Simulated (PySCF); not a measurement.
Identify the unknown among the candidates.

All candidates are C4H9F3OSi.

* NMR, other nuclei: isotropic shieldings of nuclei other than C and H, by class: 286 (1 O), 250 (3 F), 391 (1 Si) ppm [GIAO PBE0/pcSseg-1]
* 13C NMR: chemical shifts (computed TMS as zero) by class: 137.2 (1 C), 71.2 (1 C), 26.5 (2 C) ppm [GIAO PBE0/pcSseg-1]
* Rotational structure: rotational constants A, B, C: 2.647, 0.670, 0.636 GHz [GFN2-xTB]
* 1H NMR: chemical shifts (computed TMS as zero) by class: 4.84 (2 H), 4.09 (1 H), 1.34 (6 H) ppm [GIAO PBE0/pcSseg-1]
* Dipole: 4.09 D [PBE0/pcSseg-1]

The electronic properties come from PySCF, for the isolated species, density fitting. Levels stand in brackets. Isolated species at its GFN2-xTB geometry (one conformer only). NMR values are class means; diastereotopic atoms form classes of their own.

Task: Which candidate is it?
A. `CCCOC(F)(F)[SiH2]F`
B. `CCCO[Si](F)(F)CF`
C. `FCC(F)(F)OCC[SiH3]`
D. `C[SiH2]COC(F)(F)CF`
E. `CC(C)O[SiH2]C(F)(F)F`

Result: E. It is `CC(C)O[SiH2]C(F)(F)F`. Numbering: `[CH3:1][CH:2]([CH3:3])[O:4][SiH2:5][C:6]([F:7])([F:8])[F:9]`. Its formula, C4H9F3OSi, gives 0 degrees of unsaturation, so no ring and no π bond. 4 carbons fall into 3 classes; from least to most shielded: CF3 carbon [C6] (137.2 ppm), sp3 carbon bound to oxygen [C2] (71.2 ppm), methyl carbon [C1/C3] (26.5 ppm, 2 C). Hydrogen classes from least to most shielded: 2 H on an oxygen-bound silicon, Si5 (4.84 ppm), 1 H on an sp3 carbon bound to oxygen, C2 (4.09 ppm), 6 H on 2 methyl carbons, C1/C3 (1.34 ppm, a mean of values up to 0.7 ppm apart in this geometry). The other shieldings belong to: 286 ppm, silyl ether oxygen [O4]; 250 ppm, fluorine of a CF3 group [F7/F8/F9]; 391 ppm, oxygen-bound silicon [Si5]. The optimised geometry has point group C1 and is an asymmetric top.

The others, at the same levels:
- `FCC(F)(F)OCC[SiH3]` fails: it has 4 carbon classes against 3; its computed 13C shifts are 128.9 (1 C), 86.1 (1 C), 64.7 (1 C), 11.8 (1 C) ppm, 1H shifts are 4.72 (2 H), 4.27 (2 H), 3.86 (3 H), 1.23 (2 H) ppm and rotational constant A is 4.162 GHz (against 2.647 GHz).
- `C[SiH2]COC(F)(F)CF` fails: it has 4 carbon classes against 3; its computed 13C shifts are 129.6 (1 C), 86.1 (1 C), 53.3 (1 C), -8.4 (1 C) ppm, 1H shifts are 4.70 (2 H), 4.27 (2 H), 4.00 (2 H), 0.31 (3 H) ppm and rotational constant A is 2.843 GHz (against 2.647 GHz).
- `CCCOC(F)(F)[SiH2]F` fails: it has 4 carbon classes against 3; its computed 13C shifts are 133.4 (1 C), 66.1 (1 C), 26.1 (1 C), 11.3 (1 C) ppm, 1H shifts are 4.91 (2 H), 4.15 (2 H), 1.81 (2 H), 1.03 (3 H) ppm and rotational constant A is 2.303 GHz (against 2.647 GHz).
- `CCCO[Si](F)(F)CF` fails: it has 4 carbon classes against 3; its computed 13C shifts are 79.1 (1 C), 70.8 (1 C), 29.8 (1 C), 10.6 (1 C) ppm, 1H shifts are 5.03 (2 H), 4.23 (2 H), 1.84 (2 H), 0.88 (3 H) ppm and rotational constant A is 1.849 GHz (against 2.647 GHz).

Each candidate is one conformer, not necessarily the lowest. Dipoles, sizes and rotational constants follow the conformer. The torsions of the flexible species, by atom-mapped SMILES:
- `[CH3:1][CH:2]([CH3:3])[O:4][SiH2:5][C:6]([F:7])([F:8])[F:9]`: C1–C2–O4–Si5 83°, C2–O4–Si5–C6 -178°, O4–Si5–C6–F7 -176°
- `[F:1][CH2:2][C:3]([F:4])([F:5])[O:6][CH2:7][CH2:8][SiH3:9]`: F1–C2–C3–F4 57°, C2–C3–O6–C7 180°, C3–O6–C7–C8 180°, O6–C7–C8–Si9 180°
- `[CH3:1][SiH2:2][CH2:3][O:4][C:5]([F:6])([F:7])[CH2:8][F:9]`: C1–Si2–C3–O4 63°, Si2–C3–O4–C5 180°, C3–O4–C5–F6 -58°, O4–C5–C8–F9 179°
- `[CH3:1][CH2:2][CH2:3][O:4][C:5]([F:6])([F:7])[SiH2:8][F:9]`: C1–C2–C3–O4 -179°, C2–C3–O4–C5 178°, C3–O4–C5–F6 55°, O4–C5–Si8–F9 -60°
- `[CH3:1][CH2:2][CH2:3][O:4][Si:5]([F:6])([F:7])[CH2:8][F:9]`: C1–C2–C3–O4 180°, C2–C3–O4–Si5 -165°, C3–O4–Si5–F6 174°, O4–Si5–C8–F9 -24°
